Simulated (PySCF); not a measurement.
PySCF input file for H6O2Si2, SMILES [SiH3]O[SiH2]O, TDDFT-PBE/def2-SVPD. Coordinates come from a PBE-D3(BJ)/def2-SVP optimisation. The values are those of a single conformer.

```python
import numpy as np
from pyscf import gto, scf, dft, tdscf

mol = gto.M(
    atom='''
    Si    1.12303306    0.20839246   -0.57789136
    O     1.97696208   -0.02900802    0.84208824
    O    -0.44567311   -0.36489117   -0.47686590
    Si   -1.86543721   -0.01581673    0.34635992
    H     1.74147320   -0.52921502   -1.72889373
    H     1.11983607    1.69242095   -0.77179789
    H     2.18136935   -0.95605356    1.05588981
    H    -1.98899411    1.46592527    0.58787187
    H    -1.89210534   -0.73266694    1.66860798
    H    -3.01823259   -0.48527741   -0.49201660
    ''',
    basis='def2-SVPD',
    charge=0,
    spin=0,
    max_memory=1600,
    verbose=4,
)
mf = dft.RKS(mol, xc='pbe').density_fit(auxbasis='def2-universal-jkfit')
mf.grids.level = 3
mf.conv_tol = 1e-9
mf.max_cycle = 100
mf.kernel()
mf.grids = dft.Grids(mol).set(level=1).build(with_non0tab=True)  # coarser grid for the response kernel
td = tdscf.TDDFT(mf)
td.singlet = True
td.nstates = 10
td.conv_tol = 1e-4
td.positive_eig_threshold = 1e-6
td.kernel(x0=td.get_init_guess(mf, 15))
td.analyze()
tt = tdscf.TDA(mf)
tt.singlet = False
tt.nstates = 4
tt.conv_tol = 1e-4
tt.positive_eig_threshold = 1e-6
tt.kernel(x0=tt.get_init_guess(mf, 9))
tt.analyze(verbose=3)
```

Program output:

```
PySCF version 2.14.0

[INPUT] verbose = 4
[INPUT] num. atoms = 10
[INPUT] num. electrons = 50
[INPUT] charge = 0
[INPUT] spin (= nelec alpha-beta = 2S) = 0
[INPUT] symmetry False subgroup None
[INPUT] Mole.unit = angstrom
[INPUT] Symbol           X                Y                Z      unit          X                Y                Z       unit  Magmom
[INPUT]  1 Si     1.123033060000   0.208392460000  -0.577891360000 AA    2.122224912232   0.393804675824  -1.092056400152 Bohr   0.0
[INPUT]  2 O      1.976962080000  -0.029008020000   0.842088240000 AA    3.735916889850  -0.054817213216   1.591316146317 Bohr   0.0
[INPUT]  3 O     -0.445673110000  -0.364891170000  -0.476865900000 AA   -0.842200118983  -0.689544376572  -0.901145949144 Bohr   0.0
[INPUT]  4 Si    -1.865437210000  -0.015816730000   0.346359920000 AA   -3.525165429473  -0.029889287886   0.654525389326 Bohr   0.0
[INPUT]  5 H      1.741473200000  -0.529215020000  -1.728893730000 AA    3.290907401270  -1.000071448806  -3.267135648178 Bohr   0.0
[INPUT]  6 H      1.119836070000   1.692420950000  -0.771797890000 AA    2.116183476709   3.198212082976  -1.458486635617 Bohr   0.0
[INPUT]  7 H      2.181369350000  -0.956053560000   1.055889810000 AA    4.122190648021  -1.806679388815   1.995342558619 Bohr   0.0
[INPUT]  8 H     -1.988994110000   1.465925270000   0.587871870000 AA   -3.758654131273   2.770197279379   1.110916830636 Bohr   0.0
[INPUT]  9 H     -1.892105340000  -0.732666940000   1.668607980000 AA   -3.575560891427  -1.384539857123   3.153212091464 Bohr   0.0
[INPUT] 10 H     -3.018232590000  -0.485277410000  -0.492016600000 AA   -5.703632975337  -0.917041399338  -0.929776622740 Bohr   0.0

nuclear repulsion = 228.280798662133
number of shells = 62
number of NR pGTOs = 210
number of NR cGTOs = 142
basis = def2-SVPD
ecp = {}


[settings echo left out]
init E= -732.426554824065
  HOMO = -0.339199351283177  LUMO = -0.0714173527906681  gap/eV = 7.28672
cycle= 1 E= -732.177135152221  delta_E= 0.249  |g|= 1.07  |ddm|=  3.7
  HOMO = -0.0983015299267973  LUMO = -0.00860363012495391  gap/eV = 2.44080
cycle= 2 E= -730.985339886107  delta_E= 1.19  |g|= 2.58  |ddm|= 3.18
  HOMO = -0.276324881428816  LUMO = -0.0424112428886252  gap/eV = 6.36511
cycle= 3 E= -732.389076306696  delta_E= -1.4  |g|= 0.147  |ddm|= 2.39
  HOMO = -0.264439260837359  LUMO = -0.0327136119205802  gap/eV = 6.30558
cycle= 4 E= -732.391509740651  delta_E= -0.00243  |g|= 0.141  |ddm|= 0.451
  HOMO = -0.271779421695741  LUMO = -0.0347212293962618  gap/eV = 6.45068
cycle= 5 E= -732.395351457804  delta_E= -0.00384  |g|= 0.0449  |ddm|= 0.167
  HOMO = -0.271748687538762  LUMO = -0.035813118289326  gap/eV = 6.42013
cycle= 6 E= -732.395804771499  delta_E= -0.000453  |g|= 0.00483  |ddm|= 0.0552
  HOMO = -0.271274568380993  LUMO = -0.0354224802857539  gap/eV = 6.41786
cycle= 7 E= -732.395811110388  delta_E= -6.34e-06  |g|= 0.00107  |ddm|= 0.00872
  HOMO = -0.271390807979682  LUMO = -0.0354828605222841  gap/eV = 6.41938
cycle= 8 E= -732.395811392242  delta_E= -2.82e-07  |g|= 0.000201  |ddm|= 0.00174
  HOMO = -0.271406010299621  LUMO = -0.03549532561577  gap/eV = 6.41946
cycle= 9 E= -732.395811402524  delta_E= -1.03e-08  |g|= 3.9e-05  |ddm|= 0.000343
  HOMO = -0.271411074771274  LUMO = -0.0354970053468859  gap/eV = 6.41955
cycle= 10 E= -732.395811402952  delta_E= -4.27e-10  |g|= 1.47e-05  |ddm|= 0.000101
  HOMO = -0.271408739399741  LUMO = -0.0354965588986684  gap/eV = 6.41950
Extra cycle  E= -732.395811402962  delta_E= -1e-11  |g|= 1.43e-05  |ddm|= 5.55e-05
converged SCF energy = -732.395811402962
tot grids = 38016
Overwritten attributes  positive_eig_threshold  of <class 'pyscf.tdscf.rks.CasidaTDDFT'>


******** <class 'pyscf.tdscf.rks.CasidaTDDFT'> for <class 'pyscf.df.df_jk.DFRKS'> ********
nstates = 10 singlet
deg_eia_thresh = 1.000e-03
wfnsym = None
conv_tol = 0.0001
eigh lindep = 1e-12
eigh level_shift = 0
eigh max_cycle = 100


Excitation energies (eV)
[6.48144604 6.61571074 6.85482992 6.93243459 6.98246801 7.32261066
 7.53506175 7.57043932 7.66065552 7.87477072]

** Singlet excitation energies and oscillator strengths **
Excited State   1:      6.48145 eV    191.29 nm  f=0.0055
      25 -> 26       -0.69965
Excited State   2:      6.61571 eV    187.41 nm  f=0.0088
      24 -> 26        0.69546
Excited State   3:      6.85483 eV    180.87 nm  f=0.0018
      23 -> 26        0.18483
      24 -> 27        0.10930
      25 -> 27        0.67014
Excited State   4:      6.93243 eV    178.85 nm  f=0.0012
      23 -> 26       -0.58086
      24 -> 27        0.38448
Excited State   5:      6.98247 eV    177.57 nm  f=0.0370
      23 -> 26       -0.34821
      24 -> 27       -0.57816
      25 -> 27        0.18974
Excited State   6:      7.32261 eV    169.32 nm  f=0.0094
      23 -> 27        0.69473
Excited State   7:      7.53506 eV    164.54 nm  f=0.0302
      22 -> 26        0.68896
Excited State   8:      7.57044 eV    163.77 nm  f=0.0392
      25 -> 28        0.69839
Excited State   9:      7.66066 eV    161.85 nm  f=0.0286
      24 -> 28       -0.68872
Excited State  10:      7.87477 eV    157.44 nm  f=0.0011
      22 -> 27        0.68101
      23 -> 28        0.14729

** Transition electric dipole moments (AU) **
state          X           Y           Z        Dip. S.      Osc.
  1         0.1808     -0.0239     -0.0340      0.0344      0.0055
  2         0.2259     -0.0137      0.0547      0.0542      0.0088
  3        -0.0155      0.0908      0.0485      0.0108      0.0018
  4         0.0713      0.0355      0.0316      0.0073      0.0012
  5         0.4020      0.0775     -0.2205      0.2162      0.0370
  6        -0.1985      0.0532     -0.1007      0.0524      0.0094
  7         0.3998      0.0403     -0.0479      0.1638      0.0302
  8         0.1600     -0.4258     -0.0672      0.2114      0.0392
  9         0.2420      0.0582      0.3009      0.1525      0.0286
 10        -0.0728     -0.0071     -0.0161      0.0056      0.0011

** Transition velocity dipole moments (imaginary part, AU) **
state          X           Y           Z        Dip. S.      Osc.
  1         0.0433      0.0039     -0.0076      0.0019      0.0054
  2         0.0542     -0.0028      0.0081      0.0030      0.0083
  3        -0.0061      0.0234      0.0114      0.0007      0.0019
  4         0.0165      0.0080      0.0064      0.0004      0.0010
  5         0.1044      0.0174     -0.0513      0.0138      0.0360
  6        -0.0569      0.0174     -0.0251      0.0042      0.0103
  7         0.1117      0.0097     -0.0129      0.0127      0.0307
  8         0.0453     -0.1256     -0.0183      0.0182      0.0435
  9         0.0684      0.0163      0.0933      0.0136      0.0323
 10        -0.0207      0.0009     -0.0070      0.0005      0.0011

** Transition magnetic dipole moments (imaginary part, AU) **
state          X           Y           Z
  1        -0.3801      0.0702      0.1124
  2         0.3781      0.8653      0.0755
  3        -0.5019     -0.1534      0.2358
  4        -0.6610     -0.1470     -0.4777
  5        -0.5847     -0.2355     -0.5020
  6        -0.0443     -0.9550      0.4011
  7         0.5158     -0.6104      0.6760
  8        -0.3012     -0.1678     -0.1010
  9         0.0632     -0.3038      0.0424
 10        -0.2348     -0.0350      0.8199
Overwritten attributes  positive_eig_threshold  of <class 'pyscf.tdscf.rks.TDA'>


******** <class 'pyscf.tdscf.rks.TDA'> for <class 'pyscf.df.df_jk.DFRKS'> ********
nstates = 4 triplet
deg_eia_thresh = 1.000e-03
wfnsym = None
conv_tol = 0.0001
eigh lindep = 1e-12
eigh level_shift = 0
eigh max_cycle = 100


Excitation energies (eV)
[6.27240025 6.34197616 6.62503798 6.73223869]

** Triplet excitation energies and oscillator strengths **
Excited State   1:      6.27240 eV    197.67 nm  f=0.0000
Excited State   2:      6.34198 eV    195.50 nm  f=0.0000
Excited State   3:      6.62504 eV    187.14 nm  f=0.0000
Excited State   4:      6.73224 eV    184.16 nm  f=0.0000
```

The calculation finished and met its thresholds.
